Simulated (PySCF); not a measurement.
C₄H₄F₂, SMILES F/C=C\C=C/F.

Geometry: PBE0-D3(BJ)/def2-SVP. Other conformers were not sampled.

Two levels are set side by side: PBE/def2-TZVP (PySCF) and r2SCAN/def2-TZVP (PySCF). Same geometry, gas phase. Differences are taken from unrounded values.

```tsv
quantity	PBE
orbital gap (eV)	3.81
highest occupied level (eV)	-5.56
lowest empty level (eV)	-1.75
mean polarisability (bohr³)	54.7
```

Q: These are the PBE values. What does r2SCAN give? (Estimate from the structure and the level; the computed values follow.)

A: 
| quantity | r2SCAN | PBE minus r2SCAN |
|---|---|---|
| orbital gap (eV) | 4.14 | -0.33 |
| highest occupied level (eV) | -5.74 | 0.18 |
| lowest empty level (eV) | -1.60 | -0.15 |
| mean polarisability (bohr³) | 53.9 | 0.7 |

Rough cost on one machine, each run with all the roots and properties that it gave: r2SCAN against PBE about 3 times.
